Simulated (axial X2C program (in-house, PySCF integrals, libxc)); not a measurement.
**Nuclear properties of FMoF**

Computed with an in-house all-electron X2C program for linear molecules (integrals from PySCF): two-component X2C with atomic mean-field Coulomb and Gaunt terms, Gaussian nuclei, basis F dyall-av3z, Mo dyall-v3z with contracted cores.

F–Mo–F held linear, with bonds 1.885 and 1.885 Å (near the PBE0 minimum at charge 0 of the determinant lowest at the starting distance; the state shown can have its own minimum elsewhere, held linear; other orders of the atoms were not compared).

Input and command:
```json
{"zs": [9, 42, 9], "q": 0, "bas": ["dyall-av3z", "dyall-v3z", "dyall-av3z"], "r0": [2.02, 2.02], "symm": 1, "scan": ["PBE0", "HF", "B3LYP"], "levels": ["PBE0", "HF", "BHandHLYP"], "nst": 2}
```
```bash
python solin.py task.json out
```

Keys: zs atomic numbers; q charge; bas basis sets; r0 starting distance in Å; symm equal bonds; scan levels of the two-bond scan; levels methods; nst determinants followed.

Determinant lowest in the PBE0 search, Ω = 1 (⟨Sz⟩ = 2.00, ⟨Lz⟩ = -1.00 at PBE0), spin on the atoms F 0.00, Mo 2.00, F 0.00:

| level | A∥/gI F (MHz) | qzz F (a.u.) | A∥/gI Mo (MHz) | qzz Mo (a.u.) |
| --- | --- | --- | --- | --- |
| PBE0 | -92.5 | 0.18 | 1310 | -3.45 |
| HF | -77 | 0.22 | 973 | -4.46 |
| BHandHLYP | -77.5 | 0.17 | 1260 | -3.85 |

Determinant 0.09 eV from it at PBE0 and this distance, Ω = 3 (⟨Sz⟩ = 1.99, ⟨Lz⟩ = 1.01 at PBE0), spin on the atoms F 0.00, Mo 2.00, F 0.00:

| level | A∥/gI F (MHz) | qzz F (a.u.) | A∥/gI Mo (MHz) | qzz Mo (a.u.) |
| --- | --- | --- | --- | --- |
| PBE0 | 30.1 | 0.17 | 687 | -3.37 |
| HF | 20 | 0.22 | 592 | -4.37 |
| BHandHLYP | 25.6 | 0.16 | 693 | -3.73 |

A∥ (defined per Ω) follows by multiplying with gI = μI/(I μN); qzz is the electric field gradient, eQq0 = 234.96 MHz × Q/barn × qzz. The operators were transformed with the bare-nucleus X2C matrices; with these basis sets, hyperfine constants and field gradients can be off by tens of per cent, and where levels differ in sign neither size nor sign is settled.

With gI(19F) = 5.2577, gI(95Mo) = -0.3657, Q(95Mo) = -0.022 barn (g factors from the IAEA table of nuclear moments by Stone; Q from Pyykkö, Mol. Phys. 2018), turn the PBE0 values of the first state into constants in MHz.

A∥(19F) = -92.5 × 5.2577 = -486 MHz; A∥(95Mo) = 1310 × -0.3657 = -479 MHz; eQq0(95Mo) = 234.96 × (-0.022) × (-3.45) = 17.8 MHz.

The molecule was held linear; bending was not examined, so a bent shape may lie lower.

Each state is one determinant with collinear spin, which with several unpaired electrons need not be a pure state. Unrestricted Hartree–Fock can overshoot spin polarisation at the nuclei. With several open shells hyperfine constants can be off by a factor of several. Open-shell Ω = 0 determinants with evenly filled partner blocks cannot be reached by this program, so the Ω shown need not be the lowest component. The search compared states at one distance, so a state with another bond length can lie lower. PBE0 term energies can be off by some tenths of an eV.
